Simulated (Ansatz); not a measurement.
All numbers were calculated with Ansatz.

A structure relaxed at PBE0-D4/def2-TZVP, charge 0, multiplicity 1:

Cartesian coordinates in Å:
```
C 0.6032 -1.7034 -1.2612
In 0.1110 0.2407 -0.5115
Si -0.6712 1.2805 1.6989
Cl 0.3684 1.8718 -2.2049
H -0.2446 -2.3794 -1.1400
H 1.4511 -2.1129 -0.7094
H 0.8595 -1.6215 -2.3167
H -0.9054 2.7385 1.5472
H 0.3595 1.0583 2.7500
H -1.9315 0.6274 2.1476
```

(1) Give its formula and SMILES.

(2) Point group (tolerance 0.08 Å, 0.16 Å for H)?

(3) Summarise the bond lengths by kind.

Results:

(1) CH6ClInSi, `[CH3][In]([SiH3])[Cl]`.

(2) Cs.

(3) 1 × C–In 2.141 Å; 3 × C–H 1.089 to 1.091 Å; 1 × In–Si 2.565 Å; 1 × Cl–In 2.365 Å; 3 × H–Si 1.484 to 1.489 Å.
